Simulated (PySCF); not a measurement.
**Structure from NMR data**

Molecular formula: C3H4ClF3O. Simulated spectra:

¹H NMR (400 MHz, computed): δ 6.17 (m, 1H), 3.95 (s, 3H).

¹³C{¹H} NMR (computed): δ 128.6 (C), 106.4 (CH), 52.9 (CH3).

Relativity neglected, no solvent model, single conformer, averaged over atoms made equivalent by symmetry, fast rotation or ring inversion. Shielding tensors at PBE0/pcSseg-1 (GIAO); structure optimised with GFN2-xTB; PySCF 2.14.0 with density-fitted response routines.

Referencing at the same level of theory: ¹H and ¹³C vs TMS.

What is the structure?

Answers


- Rings plus π bonds: 0.
- 3 carbon signals for 3 carbons: no two carbons are equivalent.
- Carbon types of the structure: 1 × C, 1 × CH, 1 × CH3, which accounts for all hydrogens.
- δC 128.6: fully substituted sp3 carbon bonded to 2 F and O; 3 electronegative neighbours deshield it.
- δC 106.4: sp3 CH bonded to Cl and F; 2 electronegative neighbours deshield it.
- δC 52.9: methyl carbon bonded to O; pulled downfield by the heteroatom.
- δH 6.17: hydrogen on an sp3 CH bonded to Cl and F; its carbon carries Cl and F, an electronegative neighbour.
- δH 3.95: hydrogen on a methyl carbon bonded to O; its carbon carries O, which withdraws density.

The compound is HC(Cl)(F)CF2OMe.

The data come from this structure; uniqueness wasn't tested.

Carbons that carry Cl, above all several Cl atoms, come out too deshielded, partly because spin–orbit coupling is missing. Splittings by ¹⁹F in the carbon and heteronuclear signals aren't shown, as no couplings were computed. Shifts are as computed. Against solution values, carbons near 30 ppm lie about +3 ppm off and those near 130 ppm about +5 ppm; carbons on Cl a further +6 ppm. Of 1211 compounds with measured shifts, 218 miss one by over three times the rms of a fit or turn the order of signals round; such compounds aren't used in these exercises. No couplings were computed; multiplicities are counted from neighbouring protons, with m where these are inequivalent, close in shift, in a saturated or five-membered ring or joined by F or P, and br s for small geminal =CH2 splittings.
